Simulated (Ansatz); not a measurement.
Two structures of SiH2BrCl3, closed shell, reached by relaxing down either side of one saddle point (PBE0-D4/def2-TZVP). Energies are electronic, without zero-point energy. Program: Ansatz 0.2.0. Basis: def2-TZVPP and def2-QZVPP. Cores are frozen in the correlated methods. Filled d shells of the heavier atoms are correlated. The def2 sets are not built for correlating such inner shells, so the correlated values are less sure here. Extrapolation: Hartree–Fock as exp(−7.88 √X), correlation as X^−2.97. First:

Si1  (-0.346, -0.943, -0.210)
H2  (1.122, -0.924, -0.231)
Cl3  (-1.026, -2.662, -1.044)
Cl4  (-1.019, -0.793, 1.695)
Cl5  (-1.051, 0.636, -1.295)
H6  (0.613, 2.343, 0.088)
Br7  (1.707, 2.344, 0.997)
(Å)

Second:

Si1  (-1.250, -0.061, 0.361)
H2  (2.721, 0.063, -0.818)
Cl3  (-0.183, -1.491, -0.596)
Cl4  (-1.904, -0.790, 2.131)
Cl5  (-2.839, 0.460, -0.777)
H6  (3.440, 0.129, -1.008)
Br7  (0.015, 1.690, 0.707)
(Å)

(1) Which bonds change from the first to the second?

(2) Give the saddle point's structure and its height above each. (To be estimated.)

T1 diagnostic: at most 0.010.

Answers

(1) SiHCl₃ ([Cl][SiH]([Cl])[Cl]) + HBr → SiBrCl₃ ([Cl][Si]([Cl])([Cl])[Br]) + H₂; bonds formed: Si1–Br7, H2–H6; bonds broken: Si1–H2, H6–Br7.

(2) The calculation gives: 1.965 eV above the first and 2.567 eV above the second (CCSD(T) at an estimated basis limit (MP2 extrapolated from triple and quadruple zeta, plus CCSD(T) − MP2 in triple zeta)).
Si1  (-0.342, -0.259, -0.002)
H2  (1.257, -0.209, -0.493)
Cl3  (-0.189, -2.141, -0.858)
Cl4  (-0.761, -0.721, 1.917)
Cl5  (-1.734, 0.610, -1.176)
H6  (1.226, 0.630, -0.120)
Br7  (0.542, 2.090, 0.732)
(Å)

Labels in which every atom is bracketed show which atoms are joined, not bond orders.

For scale, one of the runs: CCSD(T)/def2-TZVPP, 244 basis functions, launched by `ansatz run in.yaml --threads 8 --pin off --events-out ev --progress --plain --max-ram 19148MiB`. Time: 2 min of wall clock on 8 CPU threads of an Arm Neoverse V2; the host was shared. Peak host memory: 4.5 GiB.
